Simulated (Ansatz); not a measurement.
Dissociation curve of tellurium hexafluoride, SMILES F[Te](F)(F)(F)(F)F (F₆Te). The Te1–F7 bond (Te1 also carries F, F, F, F, F; F7 carries nothing else) is stretched with both fragments frozen at the PBE0/def2-TZVP, def2 effective core potentials past Kr optimised geometry.

Computed with unrestricted PBE0/def2-TZVP, def2 effective core potentials past Kr (Ansatz, a quantum-chemistry and plane-wave program).

Q: Relative to R = 1.83 Å, what are the energies at R = 2.05, 2.99, 3.87, 4.53 Å?

A: 19.1 mEh at 2.05 Å, 139.2 mEh at 2.99 Å, 157.5 mEh at 3.87 Å, 158.2 mEh at 4.53 Å.

The unrestricted determinant behind UKS-PBE0 is spin-contaminated at 2.65 to 5.27 Å (<S²> up to 1.0, against 0.00 for a pure singlet).
